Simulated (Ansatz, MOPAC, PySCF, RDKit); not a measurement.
Complex: C2H6 (SMILES CC) (first 8 atoms) with C3H6 (SMILES C=CC); geometry from B3LYP-D3(BJ)/def2-TZVP, rigid monomers moved along the line of their centres of mass till H4···C10 is 4.06 Å.
(charge 0, multiplicity 1):
```xyz
17

C      0.477    -0.542     0.485
C     -0.534     0.599     0.541
H      0.242    -1.242    -0.320
H      0.482    -1.104     1.421
H      1.489    -0.170     0.312
H     -0.557     1.156    -0.397
H     -0.292     1.302     1.339
H     -1.541     0.224     0.732
C     -1.278    -0.383     5.304
C      0.041    -0.479     5.403
C      1.002     0.655     5.245
H     -1.762     0.564     5.095
H     -1.921    -1.245     5.426
H      0.482    -1.451     5.611
H      1.690     0.471     4.414
H      0.482     1.595     5.057
H      1.617     0.776     6.141
```

Monomers are frozen at their geometry in the pair; levels with a basis set take the counterpoise correction. Rows marked so take none. RDKit's UFF carries no charges.

Rows in 6-31G* carry no dispersion term and start afresh at each structure (6-31G* with six Cartesian d functions). The state that AM1, PM3 reach isn't checked.

Codes used: Ansatz (Gaussian basis) for Hartree–Fock, density functionals and correlated methods; MOPAC for AM1, PM3 (differences of heats of formation); PySCF for 6-31G* rows, the dispersion terms; RDKit for the force fields. Values without a source in brackets are computed.

| level | interaction energy (kcal/mol) |
|---|---|
| MMFF94 | -0.47 |
| UFF | -0.78 |
| AM1 | 0.06 |
| PM3 | -0.09 |
| HF/aug-cc-pVDZ | 0.01 |
| BP86/6-31G* (no counterpoise) | 0.15 |
| r2SCAN-D3(BJ)/def2-TZVPPD | (withheld) |
| B3LYP/def2-TZVPPD | 0.13 |
| M06-2X/6-31G* (no counterpoise) | -0.49 |

Q: Complete the blanks.

A: 
- r2SCAN-D3(BJ)/def2-TZVPPD, interaction energy (kcal/mol): -0.60

Ansatz is a quantum-chemistry and plane-wave program.
